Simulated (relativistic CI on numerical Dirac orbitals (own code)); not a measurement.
One change at a time: Pt XXVII

Base calculation: Dirac-Coulomb-Breit CI, separate exchange-only KLI orbitals for each configuration, QED by a radiative potential, unscaled Slater integrals.

Configurations in the expansion (outside the closed core [Ar] 3d10 4p6): 4s²4d¹⁰4f⁶, 4s²4d¹⁰4f⁵5s, 4s²4d⁹4f⁷, 4s²4d¹⁰4f⁴5s², 4s²4d¹⁰4f⁵5p, 4s²4d¹⁰4f⁴5s5p, 4s²4d¹⁰4f⁴5p², 4s²4d¹⁰4f⁵6p, 4d¹⁰4f⁸. Levels of other configurations are missing.

Variants: (1) configuration mixing switched off. Shifts of the energy above 4s²4d¹⁰4f⁶ ⁷F0, in cm⁻¹, for the lowest level and the first level of each name with at least 55 % of one term (blank where a level changes its place among those of its configuration and J or its character, or is not in the variant):

```
          Level      Base    Δ(1)
 4s²4d¹⁰4f⁶ ⁷F0       0.0     0.0
 4s²4d¹⁰4f⁶ ⁷F1   12088.1   -69.9
 4s²4d¹⁰4f⁶ ⁷F2   23085.7  -109.4
 4s²4d¹⁰4f⁶ ⁷F3   32227.2  -126.7
 4s²4d¹⁰4f⁶ ⁷F4   39780.2  -130.8
 4s²4d¹⁰4f⁶ ⁷F5   45641.1  -123.1
 4s²4d¹⁰4f⁶ ⁷F6   48478.2   -90.9
 4s²4d¹⁰4f⁶ ⁵D2   85924.2    +8.1
 4s²4d¹⁰4f⁶ ⁵L7   89611.8  -101.4
 4s²4d¹⁰4f⁶ ⁵L8   99310.8  -121.4
 4s²4d¹⁰4f⁶ ⁵L9  105022.2  -128.2
 4s²4d¹⁰4f⁶ ⁵F1  121715.5    -6.8
 4s²4d¹⁰4f⁶ ³P1  139600.8  +123.8
4s²4d¹⁰4f⁶ ³O11  142051.6  -163.2
```

At this charge energies of transitions that change n are usually good to better than 1 %, and those within a shell (Δn = 0) to a few per cent. Terms inside the open d or f shell come out 10 to 20 % too wide with unscaled integrals.

Ionisation energy from the two ground configurations alone: base 857.217 eV. The NIST ASD value (theoretical) is 870 eV.

LS names give the leading component of a level, which can be under half, so a name can repeat, a term be missing and a line seem to break the LS rules.
